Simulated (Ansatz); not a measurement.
Basis-set extrapolation for `CCC(C)C(=O)OC` (PBE0-D4/def2-TZVP geometry, frozen core, Ansatz). Multiplicity 1, RHF reference.

|  | def2-TZVPP | def2-QZVPP |
| --- | --- | --- |
| HF | -384.093123 | -384.110745 |
| MP2 correlation | -1.493689 | -1.595559 |
| CCSD(T) correlation | -1.614632 | not run |

Energies in hartree. Use E(X) = E(∞) + A·exp(−7.88·√X) for Hartree–Fock and E(X) = E(∞) + B·X^(−2.97) for correlation, with X = 3 and 4, and add CCSD(T) minus MP2 of the smaller set to the MP2 limit.

Problem. What is the CCSD(T) energy at the basis-set limit?

Solution. HF limit: -384.110745 + (-0.017622) × 0.13774 = -384.11317. MP2 limit: -1.595559 + (-0.101870) × 0.74074 = -1.67102. Higher-order term: -1.614632 − (-1.493689) = -0.12094. Total: -385.90513 hartree, 123.9 kcal/mol below CCSD(T)/def2-TZVPP.
